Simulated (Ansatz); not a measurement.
Reaction (substitution at a C–C bond): `CCSSC` + `B1N[SiH2]1` → `CN1B[SiH2]1` + `CSSC`

Gas-phase electronic energies from Ansatz, PBE0-D4/def2-TZVP geometries. CBS: MP2 limit from def2 TZ/QZ plus the TZ coupled-cluster correction, frozen cores. DFT in def2-TZVPP. HSE06 is defined as in plane-wave codes. Each species was taken in one conformer, which may not be the lowest.

(1) Is it downhill or uphill in electronic energy at CCSD(T)/CBS, and by how much? (Estimate.)

(2) What do these levels give: BLYP-D4, r2SCANh-D4, HSE06-D4, CAM-B3LYP-D4, ωB97M-V, PBE0, CCSD/def2-SVP, CCSD(T)/def2-SVP, HF/def2-TZVPP, MP2/def2-TZVPP, SCS-MP2/def2-TZVPP, MP2/CBS(def2)? (Best estimate.)

Largest T1 diagnostic among the species: 0.014.

Answers

(1) The calculation gave: Uphill: ΔE = +26.3 kJ/mol.

(2) Computed: BLYP-D4 18.2, r2SCANh-D4 24.0, HSE06-D4 22.6, CAM-B3LYP-D4 21.8, ωB97M-V 25.8, PBE0 21.7, CCSD/def2-SVP 24.1, CCSD(T)/def2-SVP 24.3, HF/def2-TZVPP 19.6, MP2/def2-TZVPP 26.2, SCS-MP2/def2-TZVPP 23.3, MP2/CBS(def2) 27.6 kJ/mol.

From BLYP to BHLYP (50 % exact exchange), in def2-TZVPP and without D4, ΔE moves by +5.1 kJ/mol. In def2-TZVPP, CCSD(T) changes the Hartree–Fock value by +5.3 kJ/mol (the triples alone add +0.4 kJ/mol) and MP2 by +6.6 kJ/mol.
